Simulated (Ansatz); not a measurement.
Total energies of Cd6O6 from Ansatz at PBE-D4/def2-SVP, gas phase (1 Eh = 27.2114 eV = 2625.5 kJ/mol). The reference geometry is relaxed at PBE0-D4/def2-SVP.

```
atom    x (Å)    y (Å)    z (Å)
 Cd1  -1.1894  -1.1958   0.2497
 Cd2   0.2846   2.2677  -0.4788
 Cd3   1.9493   0.3285   1.3395
 Cd4   0.4796  -3.3034   0.9116
 Cd5  -2.3993   2.4201  -0.8427
 Cd6   2.1884  -1.1353  -1.5527
  O7  -2.5168   0.0660  -0.9523
  O8  -1.5677   0.2840  -2.0037
  O9   1.1435  -1.3747   2.1737
 O10  -0.1376  -0.6895   2.0713
 O11   2.0644   2.1078   0.4736
 O12  -0.2989   0.2246  -1.3893
```

| state | geometry | energy (Eh) |
| --- | --- | --- |
| charge 0 singlet | reference | -1456.80802 |
| charge 1 doublet | reference | -1456.55703 |
| charge -1 doublet | reference | -1456.87592 |
| charge -1 doublet | relaxed at PBE0-D4/def2-SVP | -1456.88550 |
| free Cd atom (singlet) | – | -167.74645 |
| free O atom (triplet) | – | -74.91467 |

In the def2 sets Cd takes a core potential; there is no spin–orbit coupling. The structure holds 3 bonds between oxygen atoms, so isomers without such links may lie far lower.

Work out the vertical ionisation energy to the doublet.

E(charge 1 doublet) − E(charge 0 singlet) = -1456.55703 − (-1456.80802) = 0.25099 Eh = 6.83 eV. For comparison, −ε of the highest occupied level is 4.83 eV at this level, 2.00 eV less.

Work out the vertical electron affinity, to the doublet.

E(charge 0 singlet) − E(charge -1 doublet) = -1456.80802 − (-1456.87592) = 0.06790 Eh = 1.85 eV. The basis lacks diffuse functions, which makes affinities too small.

Give the fundamental gap IE − EA, the Mulliken electronegativity (IE + EA)/2 and the hardness (IE − EA)/2.

From the values in Eh: IE − EA = 0.25099 − 0.06790 = 0.18309 Eh = 4.98 eV; (IE + EA)/2 = 4.34 eV; (IE − EA)/2 = 2.49 eV. The HOMO–LUMO gap of the same run is 1.20 eV, 3.78 eV smaller than the fundamental gap.

How much does the charge -1 doublet relax, and what is the adiabatic electron affinity?

Relaxation: -1456.87592 − (-1456.88550) = 0.00958 Eh = 0.26 eV. Adiabatic electron affinity: 0.07748 Eh = 2.11 eV, without zero-point energy. 

What is the binding energy per atom against free atoms?

Atoms: 6 × (-167.74645) + 6 × (-74.91467) = -1455.96672 Eh. Binding: -1455.96672 − (-1456.80802) = 0.84130 Eh = 22.89 eV, or 1.91 eV for each of 12 atoms (no zero-point energy, no counterpoise term).

The restricted singlet is unstable towards broken spin symmetry in Hartree–Fock (as tested in another run); at PBE-D4/def2-SVP this wasn't settled. At PBE-D4/def2-SVP the gap within one spin of the charge 1 doublet nearly closes, so an electron or hole may be smeared out by delocalisation error.  

The structure comes from a short search, and lower isomers may exist.
